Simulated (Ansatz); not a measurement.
Job for Ansatz (an electronic-structure program): R-HF/def2-TZVPP on HNaO (SMILES [OH][Na]), atoms moved off the minimum.

Ansatz 0.2 input:
```yaml
crystal:
  periodic: [false, false, false]
  atoms:
    - {symbol: Na, position_ang: [-0.03446607, -0.18961896, -0.94209543]}
    - {symbol: O, position_ang: [-0.14331149, -0.01118419, 1.03014842]}
    - {symbol: H, position_ang: [0.00626186, -0.04210006, 1.79636678]}
basis:
  gaussian:
    orbitals: def2-TZVPP
hamiltonian:
  xc: {name: HF}
scf: {lower_state_search: off}
output: {forces: true}
```

It printed:

```
WARN ansatz: RAYON_NUM_THREADS=1 ignored (pool sized by the plan → 1); use --threads N
Functional definition: HF
these checks for a lower state are left out or cut short: stability, starts, cluster_reference, orbital_swaps, neighbouring_geometries, increment
integrals: 0.01 GiB planned
561 factors; their error is unknown
mean field: 0.10 GiB planned
mean field evaluation 1: about -6452.5668 eV, gradient 5.1e1 eV
mean field evaluation 2: about -6454.4673 eV, gradient 4.0e1 eV
mean field evaluation 4: about -6456.9743 eV, gradient 3.8e-1 eV
mean field evaluation 8: about -6457.1361 eV, gradient 4.0e-6 eV
mean field -6457.13607120 eV, -237.2953738126 hartree, gradient 6.2e-7 eV, S^2 0.000000; 0 other end points of the search recorded, 0 dependent functions left out
the calculation of the forces begins
reference -6457.13607120 eV, -237.2953738126 hartree; 10, 10 occupied and 67, 67 virtual orbitals, 561 factors
Total energy: -6457.13607120 eV, -237.2953738126 hartree
Atom 0 at    -0.034466    -0.189619    -0.942095 Å, force    -0.062188     0.062576     0.488083 eV/Å
Atom 1 at    -0.143311    -0.011184     1.030148 Å, force    -3.060393     0.554191   -16.948925 eV/Å
Atom 2 at     0.006262    -0.042100     1.796367 Å, force     3.122581    -0.616767    16.460841 eV/Å
Dipole moment:     0.138758    -0.160768    -1.432087 e Å
Checks for a lower state left out: stability, starts, cluster_reference, orbital_swaps, neighbouring_geometries, increment
```

The calculation finished and met its thresholds.

Cost: around 0.5 core-seconds (rough).
